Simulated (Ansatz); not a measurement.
Question: Name a neutral molecule of I, Sn and H with LUMO energy (PBE/def2-TZVPP) between -3.20 and -2.90 eV and size of the dipole moment (PBE/def2-TZVPP) between 1.25 and 1.55 D (Ansatz, PBE0-D4/def2-TZVP geometry).

Answer: `[I][SnH2][I]` (-2.93 eV, 1.51 D). Other molecules can fit too; these were computed, each in one conformer that needn't be the lowest.
